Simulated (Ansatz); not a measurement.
Reaction (atomization): `C[Si](C)(C)[N]([GeH3])[Si](C)(C)C` → 6 C• + Ge• + 21 H• + N• + 2 Si•

Isolated molecules relaxed with PBE0-D4/def2-TZVP in Ansatz; ΔE leaves out vibrations. CBS: MP2 limit from def2 TZ/QZ plus the TZ coupled-cluster correction, frozen cores. This one scheme is used for every species, atoms too. Functionals use def2-TZVPP. No spin–orbit coupling; open shells (•) take unrestricted orbitals. Spin–orbit coupling would lower the free atoms: a little for C, Si; clearly for Ge. For Ge outer-core shells are correlated without core-valence functions, so the limit isn't a true one: a few kJ/mol of doubt a bond, and 10 to 20 or more in all where bonds break to atoms. Scalar relativity is left out up to krypton. One conformer a species, not always the lowest.

Q: What is ΔE at CCSD(T)/CBS? (An estimate is asked.)

A: Ansatz gave: +2763.6 kcal/mol.

Q: What do these levels give: PBE-D4, B2PLYP, PBE-QIDH, revPBE, r2SCAN0, BHLYP, CCSD/def2-SVP, CCSD(T)/def2-SVP, CCSD/def2-TZVPP, CCSD(T)/def2-TZVPP, HF/CBS(def2), MP2/CBS(def2)? (Best estimate.)

A: Ansatz gave: PBE-D4 2781.6, B2PLYP 2725.2, PBE-QIDH 2747.9, revPBE 2669.0, r2SCAN0 2735.7, BHLYP 2685.3, CCSD/def2-SVP 2594.8, CCSD(T)/def2-SVP 2617.1, CCSD/def2-TZVPP 2671.7, CCSD(T)/def2-TZVPP 2703.5, HF/CBS(def2) 2082.3, MP2/CBS(def2) 2778.0 kcal/mol.

Largest T1 diagnostic among the species: 0.012.

From r2SCAN to r2SCAN0 (25 % exact exchange), in def2-TZVPP and without D4, ΔE moves by −21.3 kcal/mol: exact exchange takes away binding that semilocal exchange gives to molecules. At CCSD(T), def2-SVP lies −146.5 kcal/mol from the extrapolated value and def2-TZVPP −60.1 kcal/mol: correlation converges slowly with the basis, and small sets miss more of it in the bonded molecule than in its fragments. Leaving LDA and LC-ωPBE aside and taking each functional with its dispersion term where it has one, the values, not all of them listed here, spread over 66.2 kcal/mol, from BHLYP-D4 to PBE-D4. LDA lies +335.6 kcal/mol from PBE without D4, its usual overbinding.

For atomizations the MP2-based limit and the directly extrapolated one differ by several kJ/mol either way, and by 10 to 25 for some Ge, Se and Sn compounds, so smaller differences from it don't rank the levels.
